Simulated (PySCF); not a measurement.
**Stretching TeF**

Set-up: basis Te x2c-SVPall, F x2c-SVPall; spin-free X2C with a Gaussian nucleus; PySCF 2.14. Energies in eV from Te + F in their ground configurations at the same level. State: ²Π (doublet), unpaired electrons π ↑.

All columns are PBE0. A positive dipole means Te(−)F(+).

```json
{"R (Å)": "1.668", "E (eV)": "-1.849", "μ (D)": "-1.10", "Mulliken charge on Te (basis-dependent)": "0.41", "HOMO (eV)": "-5.78", "LUMO (eV)": "-3.69", "Mayer bond order": "0.89", "⟨S²⟩": "0.75"}
{"R (Å)": "1.746", "E (eV)": "-2.649", "μ (D)": "-1.48", "Mulliken charge on Te (basis-dependent)": "0.41", "HOMO (eV)": "-5.94", "LUMO (eV)": "-3.85", "Mayer bond order": "0.90", "⟨S²⟩": "0.75"}
{"R (Å)": "1.824", "E (eV)": "-3.075", "μ (D)": "-1.84", "Mulliken charge on Te (basis-dependent)": "0.42", "HOMO (eV)": "-6.10", "LUMO (eV)": "-4.01", "Mayer bond order": "0.91", "⟨S²⟩": "0.75"}
{"R (Å)": "1.882", "E (eV)": "-3.219", "μ (D)": "-2.09", "Mulliken charge on Te (basis-dependent)": "0.42", "HOMO (eV)": "-6.21", "LUMO (eV)": "-4.12", "Mayer bond order": "0.92", "⟨S²⟩": "0.75"}
{"R (Å)": "1.940", "E (eV)": "-3.254", "μ (D)": "-2.34", "Mulliken charge on Te (basis-dependent)": "0.41", "HOMO (eV)": "-6.32", "LUMO (eV)": "-4.23", "Mayer bond order": "0.92", "⟨S²⟩": "0.75"}
{"R (Å)": "1.998", "E (eV)": "-3.207", "μ (D)": "-2.58", "Mulliken charge on Te (basis-dependent)": "0.41", "HOMO (eV)": "-6.42", "LUMO (eV)": "-4.33", "Mayer bond order": "0.93", "⟨S²⟩": "0.75"}
{"R (Å)": "2.076", "E (eV)": "-3.054", "μ (D)": "-2.87", "Mulliken charge on Te (basis-dependent)": "0.41", "HOMO (eV)": "-6.55", "LUMO (eV)": "-4.46", "Mayer bond order": "0.93", "⟨S²⟩": "0.75"}
{"R (Å)": "2.173", "E (eV)": "-2.770", "μ (D)": "-3.22", "Mulliken charge on Te (basis-dependent)": "0.40", "HOMO (eV)": "-6.70", "LUMO (eV)": "-4.61", "Mayer bond order": "0.93", "⟨S²⟩": "0.75"}
{"R (Å)": "2.289", "E (eV)": "-2.357", "μ (D)": "-3.58", "Mulliken charge on Te (basis-dependent)": "0.39", "HOMO (eV)": "-6.85", "LUMO (eV)": "-4.76", "Mayer bond order": "0.93", "⟨S²⟩": "0.76"}
{"R (Å)": "2.444", "E (eV)": "-1.779", "μ (D)": "-3.91", "Mulliken charge on Te (basis-dependent)": "0.37", "HOMO (eV)": "-6.99", "LUMO (eV)": "-4.88", "Mayer bond order": "0.89", "⟨S²⟩": "0.80"}
```

A fit through these points gives, at Re = 1.933 Å, μ = -2.31 D and dμ/dR = -4.17 D/Å; the reduced mass is 16.57 u.

**Question.** How strong is the fundamental in the double-harmonic approximation, I = 42.26·(dμ/dR)²/μred km/mol?

**Answer.** I = 42.26·(-4.17)²/16.57 = 44.3 km/mol at PBE0.

These are scalar-relativistic numbers at best; spin–orbit coupling would shift them, the dissociation energy most. The state is the lowest determinant that a PBE0 search found; another state may lie lower at other levels.
